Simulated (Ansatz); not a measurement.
Ansatz (an electronic-structure program) input (CCSD(T)/def2-TZVPPD):
A basis named .json is the Basis Set Exchange file of that set.

Ansatz 0.2 input:
```yaml
crystal:
  periodic: [false, false, false]
  atoms:
    - {symbol: Pb, position_ang: [-0.00000000, -0.00000000, -0.78916918]}
    - {symbol: Br, position_ang: [0.00000000, 0.00000000, 1.84891064]}
basis:
  gaussian:
    orbitals: def2-TZVPPD.json
magnetization: {spin_polarized: true, initial_magnetization: 1}
correlation: {method: ccsd_t, electrons: outside_noble_gas}
```

End of the output:

```
mean field evaluation 2: about -75219.9679 eV, gradient 9.3e0 eV
mean field evaluation 4: about -75220.8034 eV, gradient 1.3e0 eV
mean field evaluation 8: about -75220.8327 eV, gradient 1.0e-1 eV
mean field evaluation 16: about -75219.9599 eV, gradient 9.3e0 eV
mean field evaluation 32: about -75220.8330 eV, gradient 1.5e-6 eV
mean field evaluation 64: about -75220.8330 eV, gradient 3.6e-3 eV
mean field evaluation 96: about -75217.3920 eV, gradient 3.2e-2 eV
mean field evaluation 128: about -75218.4802 eV, gradient 7.5e-2 eV
mean field evaluation 160: about -75217.4771 eV, gradient 7.2e-3 eV
mean field evaluation 192: about -75217.4771 eV, gradient 8.5e-4 eV
mean field -75220.83298812 eV, -2764.3146258014 hartree, gradient 1.7e-6 eV, S^2 0.759807; 5 other end points of the search recorded, 0 dependent functions left out
determinant -75220.83298812 eV, -2764.3146258014 hartree, with singles and doubles -75227.22770064 eV, -2764.5496271522 hartree
determinant -75218.48057292 eV, -2764.2281761375 hartree, with singles and doubles -75225.05245078 eV, -2764.4696881941 hartree
determinant -75217.47714461 eV, -2764.1913008272 hartree, with singles and doubles -75223.38339201 eV, -2764.4083514157 hartree
determinant -75217.39198662 eV, -2764.1881713287 hartree, with singles and doubles -75223.18427486 eV, -2764.4010339956 hartree
23 core orbitals not correlated
reference -75220.83298812 eV, -2764.3146258014 hartree; 6, 5 occupied and 84, 85 virtual orbitals, 911 factors
second order -5.77747164 eV of doubles, -0.00000000 eV of singles
coupled cluster: 0.48 GiB planned
cycle   1  -6.36298201 eV  change   -2.1e-1 eV  update   1.5e-2
cycle   2  -6.36961216 eV  change   -6.6e-3 eV  update   3.9e-3
cycle   3  -6.36979950 eV  change   -1.9e-4 eV  update   1.7e-3
cycle   4  -6.37041301 eV  change   -6.1e-4 eV  update   6.6e-4
cycle   5  -6.37056113 eV  change   -1.5e-4 eV  update   3.1e-4
cycle   6  -6.37061700 eV  change   -5.6e-5 eV  update   1.1e-4
cycle   7  -6.37061079 eV  change    6.2e-6 eV  update   4.8e-5
cycle   8  -6.37061191 eV  change   -1.1e-6 eV  update   1.4e-5
cycle   9  -6.37061038 eV  change    1.5e-6 eV  update   5.4e-6
perturbative correction -0.26934864 eV, -0.0098983799 hartree
Total energy: -75227.47294714 eV, -2764.5586397947 hartree
```
